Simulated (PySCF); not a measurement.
Two species compared at the same levels of theory.

First species: C5H4FN3S.
Bonds: C1–C2, C2–S3 (double), C2–C4, C4–N5 (aromatic), N5–C6 (aromatic), C6–N7 (aromatic), N7–C8 (aromatic), C8–F9, C8–N10 (aromatic), C4–N10 (aromatic). Hydrogens: H11, H12, H13 on C1; H14 on C6.

Second species: C₂H₇F₃OSi₂.
Numbering: `[CH3:1][O:2][SiH2:3][SiH2:4][C:5]([F:6])([F:7])[F:8]` (hydrogens: H9, H10, H11 on C1; H12, H13 on Si3; H14, H15 on Si4)

Levels: PBE0/def2-SVPD for dipole moment, HOMO energy, LUMO energy, HOMO–LUMO gap, static isotropic polarisability and electronic spatial extent ⟨r²⟩ about the centre of nuclear charge; TDDFT PBE0/def2-SVPD for lowest singlet excitation; TDA PBE0/def2-SVPD for lowest triplet excitation (Tamm–Dancoff); GFN2-xTB for rotational constant A and rotational constant C. Geometries: GFN2-xTB. All species are isolated and taken at one optimised geometry, non-relativistic unless stated; the electronic structure was computed with PySCF and density fitting.

Dipoles, sizes and rotational constants follow the conformer. The torsions of the flexible species, by atom-mapped SMILES:
- `[CH3:1][C:2](=[S:3])[c:4]1[n:5][cH:6][n:7][c:8]([F:9])[n:10]1`: C1–C2–C4–N5 180°
- `[CH3:1][O:2][SiH2:3][SiH2:4][C:5]([F:6])([F:7])[F:8]`: C1–O2–Si3–Si4 180°, O2–Si3–Si4–C5 180°, Si3–Si4–C5–F6 59°

Values for the first species:

```
Dipole moment                                                     : 0.49 D
HOMO energy                                                       : -6.79 eV
LUMO energy                                                       : -3.67 eV
HOMO–LUMO gap                                                     : 3.12 eV
Lowest singlet excitation                                         : 1.55 eV
Lowest triplet excitation (Tamm–Dancoff)                          : 1.07 eV
Static isotropic polarisability                                   : 100.0 au
Electronic spatial extent ⟨r²⟩ about the centre of nuclear charge : 1718 bohr²
Rotational constant A                                             : 2.564 GHz
Rotational constant C                                             : 0.594 GHz
```

**Question.** Estimate the same properties for the second species, and the change in each.

**Answer.** 
```csv
property,first,second,second less first
dipole moment,0.49 D,3.86 D,+3.37 D
HOMO energy,-6.79 eV,-8.57 eV,-1.78 eV
LUMO energy,-3.67 eV,-1.01 eV,+2.66 eV
HOMO–LUMO gap,3.12 eV,7.56 eV,+4.44 eV
lowest singlet excitation,1.55 eV,6.21 eV,+4.66 eV
lowest triplet excitation (Tamm–Dancoff),1.07 eV,5.63 eV,+4.56 eV
static isotropic polarisability,100.0 au,86.5 au,-13.5 au
electronic spatial extent ⟨r²⟩ about the centre of nuclear charge,1718 bohr²,1925 bohr²,+207 bohr²
rotational constant A,2.564 GHz,3.565 GHz,+1.001 GHz
rotational constant C,0.594 GHz,0.570 GHz,-0.024 GHz
```

On the first: The dipole equals about 1.6 × 10⁻³⁰ C·m (1 D = 3.33564 × 10⁻³⁰ C·m). The principal polarisabilities are 58.6, 102.7 and 138.6 au; their mean is the isotropic value.

On the second: The 8 singlets span 6.21 to 7.82 eV, and their oscillator strengths add up to 0.16. No computed singlet falls in the visible range (750 to 380 nm, 1.65 to 3.26 eV); S1 lies 2.95 eV above its blue end.
